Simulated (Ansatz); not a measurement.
Reaction (cleavage of the Si–Si bond): `F[SiH2][SiH3]` + `[NH2][SnH]([OH])[F]` → `[NH2][SnH]([F])[O][SiH3]` + `F[SiH3]`

Isolated molecules relaxed with PBE0-D4/def2-TZVP in Ansatz; ΔE leaves out vibrations. CCSD(T)/CBS is the MP2 limit (def2-TZVPP, def2-QZVPP) plus CCSD(T) − MP2 in def2-TZVPP, frozen cores. This one scheme is used for every species. DFT in def2-TZVPP. B3LYP here is the variant with VWN-RPA as its local correlation; programs differ in this. def2 core potentials past Kr. For Sn outer-core shells are correlated without core-valence functions, which leaves a few kJ/mol of doubt a bond. Each species was taken in one conformer, which may not be the lowest.

```csv
species,B3LYP-D4 energy (Eh)
`F[SiH2][SiH3]`,-682.00272
`[NH2][SnH]([OH])[F]`,-446.77295
`[NH2][SnH]([F])[O][SiH3]`,-737.54279
`F[SiH3]`,-391.27327
```

Work out ΔE.

ΔE = (-737.54279) + (-391.27327) − (-682.00272) − (-446.77295) = -0.04039 Eh = -106.0 kJ/mol. CCSD(T)/CBS gives -110.5 kJ/mol.

Largest T1 diagnostic among the species: 0.014.

In def2-TZVPP, CCSD(T) changes the Hartree–Fock value by +23.0 kJ/mol (the triples alone add +2.6 kJ/mol) and MP2 by +14.5 kJ/mol. From PBE to PBE0 (25 % exact exchange), in def2-TZVPP and without D4, ΔE moves by −10.5 kJ/mol.
